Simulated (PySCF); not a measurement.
Species: C₃H₇FGa (charge -1).
SMILES with atom numbers: `[CH2:1]=[C:2]([GaH3-:3])[CH2:4][F:5]` (hydrogens: H6, H7 on C1; H8, H9, H10 on Ga3; H11, H12 on C4)
Bond orders are those of one Lewis drawing.

Computed by this run: PBE0-D3(BJ)/def2-SVP geometry optimisation, gas phase (PySCF 2.14.0); density fitting, grid level 1; the optimiser is geomeTRIC in internal coordinates, started from a UFF structure.

Step 3: E = -58295.2330 eV
```
atom  x, y, z in Å  |  force x, y, z in eV/Å
C1     -0.8169    0.9893    0.9876   -0.028   0.043   0.170
C2     -0.2375    0.1515    0.1159    0.019   0.033  -0.059
Ga3     1.8036    0.0067   -0.0692   -0.152  -0.006  -0.139
C4     -1.1404   -0.7227   -0.7184    0.015   0.028   0.238
F5     -2.0797   -1.4188    0.0500   -0.004   0.075  -0.119
H6     -0.2139    1.6470    1.6295   -0.029  -0.035  -0.031
H7     -1.9083    1.0572    1.1447    0.036  -0.053  -0.057
H8      2.4070    1.4350   -0.5338    0.012  -0.009   0.010
H9      2.0248   -1.1208   -1.2172    0.079  -0.019  -0.015
H10     2.4441   -0.4530    1.3407   -0.002   0.002  -0.002
H11    -0.5664   -1.4677   -1.2941    0.004  -0.035   0.051
H12    -1.7163   -0.1038   -1.4357    0.051  -0.024  -0.047
```

Step 4: E = -58295.2585 eV
```
atom  x, y, z in Å  |  force x, y, z in eV/Å
C1     -0.7875    0.9020    1.0345   -0.108   0.442   0.630
C2     -0.2461    0.1255    0.0917    0.213   0.059   0.084
Ga3     1.8272    0.0977   -0.0952   -0.840  -0.214  -0.498
C4     -1.1206   -0.7684   -0.7291   -0.337   0.326   0.795
F5     -2.3883   -0.9990   -0.1286    0.560  -0.035  -0.529
H6     -0.1627    1.5997    1.6169    0.047  -0.167  -0.075
H7     -1.8408    0.9172    1.3594   -0.099  -0.171  -0.334
H8      2.3538    1.5555   -0.5103    0.086   0.040  -0.017
H9      1.8730   -0.9861   -1.3026    0.464  -0.071  -0.079
H10     2.4461   -0.4227    1.2832    0.102  -0.053   0.075
H11    -0.6448   -1.7457   -0.9194   -0.084  -0.024   0.045
H12    -1.3095   -0.2757   -1.7006   -0.005  -0.131  -0.097
```

Step 5: E = -58295.3182 eV
```
atom  x, y, z in Å  |  force x, y, z in eV/Å
C1     -0.8089    0.9307    1.0341   -0.008   0.262   0.382
C2     -0.2458    0.1405    0.1126    0.145   0.033   0.027
Ga3     1.8108    0.0636   -0.1026   -0.517  -0.094  -0.314
C4     -1.1199   -0.7473   -0.7164   -0.189   0.072   0.550
F5     -2.3175   -1.1094   -0.0640    0.254   0.090  -0.384
H6     -0.1916    1.6044    1.6475   -0.001  -0.075  -0.055
H7     -1.8828    0.9646    1.2790   -0.033  -0.149  -0.170
H8      2.3649    1.5125   -0.5296    0.061   0.034  -0.016
H9      1.9447   -1.0304   -1.2956    0.249  -0.034  -0.030
H10     2.4516   -0.4381    1.2808    0.057  -0.039   0.048
H11    -0.6002   -1.6779   -1.0028   -0.043  -0.008   0.040
H12    -1.4054   -0.2132   -1.6429    0.025  -0.094  -0.078
```

Problem. Estimate the geometry and energy of step 6. (The exact step hangs on the optimiser's Hessian estimate; all steps are aligned on step 5, rigid shifts and turns removed.)

Solution. E = -58295.4194 eV, largest force 0.345 eV/Å
```
atom  x, y, z in Å  |  force x, y, z in eV/Å
C1     -0.8272    0.9106    1.0924    0.155   0.164   0.179
C2     -0.2571    0.1480    0.1508    0.126  -0.034   0.057
Ga3     1.7823    0.0750   -0.1529   -0.312  -0.039  -0.140
C4     -1.1000   -0.7433   -0.6886   -0.256   0.038   0.208
F5     -2.4099   -0.9201   -0.2116    0.159   0.040  -0.199
H6     -0.2056    1.5773    1.7062   -0.062  -0.018   0.008
H7     -1.9026    0.9198    1.3205   -0.037  -0.095  -0.096
H8      2.3223    1.5339   -0.5635    0.039   0.048  -0.027
H9      1.9573   -0.9943   -1.3639    0.110  -0.005  -0.012
H10     2.4712   -0.4427    1.2053    0.048  -0.037   0.034
H11    -0.6517   -1.7481   -0.7874    0.011   0.015   0.024
H12    -1.1789   -0.3162   -1.7073    0.018  -0.078  -0.035
```

The energy changes by -0.1012 eV. The first-order estimate −F·Δx gives -0.1394 eV and the mean of the old and new forces, exact on a quadratic surface, -0.1022 eV. The step makes an angle of 75° with the force vector and moves no atom by more than 0.257 Å.

The cost below is that of the whole optimisation. The run took 49 s of wall time on an x86-64 server with one thread, on a shared host.
